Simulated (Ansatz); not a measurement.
Ansatz (an electronic-structure program) input:

Ansatz 0.2 input:
```yaml
crystal:
  periodic: [false, false, false]
  atoms:
    - {symbol: C, position_ang: [-1.53979150, 0.26545639, 0.27089219]}
    - {symbol: C, position_ang: [-0.62338202, -0.98154047, 0.20237947]}
    - {symbol: C, position_ang: [0.59707019, -0.03733106, 0.27862315]}
    - {symbol: C, position_ang: [-0.32373306, 1.12397970, -0.15764146]}
    - {symbol: N, position_ang: [1.71320044, -0.34677875, -0.60216196]}
    - {symbol: H, position_ang: [-1.85565850, 0.48487070, 1.29119961]}
    - {symbol: H, position_ang: [-2.41652261, 0.27983329, -0.37473893]}
    - {symbol: H, position_ang: [-0.66443027, -1.45559828, -0.77908749]}
    - {symbol: H, position_ang: [-0.72968169, -1.74198353, 0.97616781]}
    - {symbol: H, position_ang: [0.89113256, 0.10039388, 1.32883462]}
    - {symbol: H, position_ang: [-0.18380706, 2.09367149, 0.32031273]}
    - {symbol: H, position_ang: [-0.28014244, 1.24464730, -1.24079997]}
    - {symbol: H, position_ang: [2.17970751, -1.19598411, -0.30018422]}
    - {symbol: H, position_ang: [2.40601783, 0.39421310, -0.57209056]}
basis:
  gaussian:
    orbitals: aug-cc-pVDZ
magnetization: {spin_polarized: false}
correlation: {method: ccsd_t, electrons: outside_noble_gas}
output: {forces: true}
```

Question: What final total energy does it print?

Answer: -212.00466 Eh (CCSD(T)/aug-cc-pVDZ). The basis has 196 functions.
